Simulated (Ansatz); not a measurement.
Consider the ligand exchange at the Si–C bond: `C[SiH](N)N` + CH₃OH → `CO[SiH](N)N` + CH₄.

Program: Ansatz. Geometries: PBE0-D4/def2-TZVP. ΔE: electronic, gas phase. CCSD(T)/CBS is the MP2 limit (def2-TZVPP, def2-QZVPP) plus CCSD(T) − MP2 in def2-TZVPP, frozen cores. This one scheme is used for every species. DFT in def2-TZVPP. One conformer a species, not always the lowest.

(1) Is it downhill or uphill in electronic energy at CCSD(T)/CBS, and by how much? (Best estimate.)

(2) What do these levels give: PBE-D4, ωB97X-V, r2SCAN, PBE0, HF/def2-TZVPP, CCSD/def2-TZVPP, CCSD(T)/def2-TZVPP, HF/def2-QZVPP, SCS-MP2/def2-QZVPP, HF/CBS(def2), MP2/CBS(def2), CCSD/CBS(def2)? (Best estimate.)

Largest T1 diagnostic among the species: 0.010.

Answers

(1) Ansatz gave: Downhill: ΔE = -1.26 eV.

(2) Ansatz gave: PBE-D4 -1.17, ωB97X-V -1.26, r2SCAN -1.27, PBE0 -1.17, HF/def2-TZVPP -1.37, CCSD/def2-TZVPP -1.28, CCSD(T)/def2-TZVPP -1.27, HF/def2-QZVPP -1.37, SCS-MP2/def2-QZVPP -1.30, HF/CBS(def2) -1.37, MP2/CBS(def2) -1.28, CCSD/CBS(def2) -1.26 eV.

In def2-TZVPP, CCSD(T) changes the Hartree–Fock value by +0.09 eV (the triples alone add +0.00 eV) and MP2 by +0.08 eV. The D4 term adds −0.03 eV with B3LYP and −0.02 eV with PBE0; it sums over pairs of atoms, weighted by their polarisabilities, and B3LYP, whose exchange is more repulsive, gets the larger term.

B3LYP here is the variant with VWN-RPA as its local correlation; programs differ in this.
